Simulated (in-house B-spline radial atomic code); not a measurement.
A fraction x of an electron is removed from 4d in Ag III (Ag2+), starting from [Kr] 4d9 and keeping the highest spin. Method: non-relativistic r2SCAN0, spin-polarised, spherical fractional occupations, point nucleus. Calculated with an all-electron radial atomic-structure program (B-spline basis).

Caution: exact exchange at fractional occupations of open shells leaves self-interaction of up to several eV.

```
   x  E(x) - E(0) (eV)  4d down level (eV)
   0            0.0000             -30.243
0.05            1.5284             -30.895
0.13            4.0420             -31.945
0.26            8.3067             -33.669
0.39           12.7967             -35.411
 0.5           16.7738             -36.901
0.55           18.6358             -37.583
0.69           24.0318             -39.506
0.82           29.2846             -41.310
0.92           33.4855             -42.710
   1           36.9473             -43.837
```

The exact functional would give a straight line between the two integer points. Deviations E(x) - E(0) - x[E(1) - E(0)], in eV: -0.319 at x = 0.05, -0.761 at x = 0.13, -1.3 at x = 0.26, -1.613 at x = 0.39, -1.7 at x = 0.5, -1.685 at x = 0.55, -1.462 at x = 0.69, -1.012 at x = 0.82, -0.506 at x = 0.92.

The curve lies below the straight line by up to 1.7 eV (at x = 0.5): convex, the delocalisation error, to which spherically averaged exact exchange adds.

Question: How well does Slater's transition state (minus the level at half occupation) give the ionisation energy?

Answer: It gives 36.901 eV against 36.947 eV from the two total energies; NIST lists 34.80 eV, ground level to ground level. The end point has an open shell averaged over its orbitals, so its exact exchange keeps a self-interaction and this is no true integer point.
